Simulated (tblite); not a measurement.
Compound: C₃H₈FN₂Si (doublet state).
Geometry (GFN2-xTB, Å), atoms numbered from 1 in this order:
```
atom  x, y, z in Å
C1    -2.016   -0.587    0.190
C2    -0.654   -0.215   -0.275
C3    -0.175    1.200   -0.245
N4     1.272    1.160   -0.228
Si5    1.927   -0.376    0.104
F6     3.019   -0.865   -0.974
N7     0.400   -1.113   -0.195
H8    -2.752    0.101   -0.224
H9    -2.268   -1.597   -0.128
H10   -2.107   -0.550    1.285
H11   -0.577    1.728    0.640
H12   -0.517    1.758   -1.130
H13    1.729    2.051   -0.150
H14    2.563   -0.607    1.388
H15    0.153   -2.080   -0.079
```

Calculated harmonic vibrations of the isolated species, GFN2-xTB (tblite), most abundant isotopes, no scaling. This tight-binding method is rough: wavenumbers can miss measured ones by several per cent, in bad cases by 10 to 20. Modes of hydrogen on silicon can be 10 to 20 % off. One conformer, not necessarily the lowest. Open shells enter through the occupations alone, without spin polarisation, and single modes of such species can be off by tens of per cent.

Harmonic wavenumbers (cm⁻¹): 87.0, 103.6, 118.9, 145.1, 234.2, 271.4, 315.4, 372.4, 436.0, 468.3, 552.8, 585.1, 711.1, 779.0, 854.5, 883.5, 926.2, 944.7, 1004.1, 1032.0, 1102.9, 1135.7, 1163.6, 1226.6, 1305.8, 1347.5, 1393.2, 1397.6, 1476.3, 1482.7, 1486.1, 2339.9, 2737.4, 2839.1, 2845.9, 3010.9, 3019.2, 3500.2, 3512.5.

A = 4751, B = 1534, C = 1262 MHz; mass 119.044 u (most abundant isotopes); point group C1, symmetry number 1; spin multiplicity 2.

**Question.** Zero-point energy?

**Answer.** Half the sum of the wavenumbers: 24574 cm⁻¹ = 293.97 kJ/mol.

**Question.** What is S at 400 K and 1 bar for an ideal gas of classical rigid rotors and harmonic oscillators?

**Answer.** Translation 174.57, rotation 120.60, vibration 131.73, spin (R ln 2) 5.76: S = 432.7 J/(mol K).

**Question.** And Cp and H(400 K) − H(0)?

**Answer.** Cp = 170.85 J/(mol K), of which vibrations give 137.59 (their classical limit is 39 R = 324.3); H(400 K) − H(0) = 41.56 kJ/mol without the zero-point energy, 28.26 from vibrations.

**Question.** What must be added to the electronic energy to get the Gibbs energy at 400 K and 1 bar?

**Answer.** ZPE + [H(400 K) − H(0)] − T·S = 293.97 + 41.56 − 173.07 = 162.46 kJ/mol.

**Question.** How do the functions run with temperature in this model?

**Answer.** 
```
T (K)  S (J/(mol K))  Cp (J/(mol K))  H − H(0) (kJ/mol)  G − H(0) (kJ/mol)  ln q(vib)
  100          279.0            70.5               4.91             -22.99       1.00
  200          338.9           105.7              13.76             -54.03       3.07
  300          388.2           139.4              26.02             -90.43       5.21
  500          473.7           197.4              60.02            -176.85       9.45
  800          579.5           251.8             128.17            -335.44      15.46
 1000          638.3           275.1             180.99            -457.36      19.15
```

q(vib) and H(0) count from the zero-point level.

**Question.** Blend soft modes into free rotors: weight 1/[1 + (100 cm⁻¹/ν̃)⁴] for the oscillator and the rest for a rotor with moment μB/(μ + B), μ = h/(8π²ν), B = 10⁻⁴⁴ kg m². What vibrational entropy results?

**Answer.** 125.99 J/(mol K) in place of 131.73, which changes −T·S at 400 K by +2.30 kJ/mol.

**Question.** Which modes carry the vibrational entropy at 400 K?

**Answer.** 87.0 cm⁻¹: 18.01; 103.6 cm⁻¹: 16.57; 118.9 cm⁻¹: 15.44; 145.1 cm⁻¹: 13.81; 234.2 cm⁻¹: 9.98; 271.4 cm⁻¹: 8.84 J/(mol K); the other 33 give 49.08 together.

Hindered rotation and anharmonicity are outside this model. Other conformers, if any are populated, would add a mixing term that is left out. The structure is chiral; the term R ln 2 for an equal mix with its mirror image is left out.
